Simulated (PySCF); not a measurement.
**How methods differ on the ionisation energy of Re**

Re [Xe] 4f14 5d5 6s2 [5d3/2^4 5d5/2^1, M_J = 5/2] → Re⁺ [Xe] 4f14 5d5 6s1 [5d3/2^4 5d5/2^1 6s1/2^1, M_J = 3], as a difference of total energies. All numbers are calculated (PySCF 2.14, the two-component X2C-1e Hamiltonian, in x2c-TZVPPall-2c (11s11p10d3f1g, 124 functions)). "Screened" scales the spin-orbit matrix elements by Boettger's factors to mimic the two-electron term; Breit and QED terms are absent.

| method | ionisation energy (eV) | error (eV) |
| --- | --- | --- |
| GHF (spin-free) | 5.965 | -1.869 |
| GHF (screened spin-orbit) | 5.978 | -1.856 |

Reference: 7.834 eV (measured; NIST Atomic Spectra Database, ionization energies).

Errors of the correlated levels include the incompleteness of this basis and the frozen core.

The labels give the starting determinants; with spin-orbit coupling the two ends relaxed to ⟨J²⟩ = 8.81, ⟨L²⟩ = 0.23, ⟨S²⟩ = 8.73 and ⟨J²⟩ = 12.01, ⟨L²⟩ = 0.21, ⟨S²⟩ = 11.94.
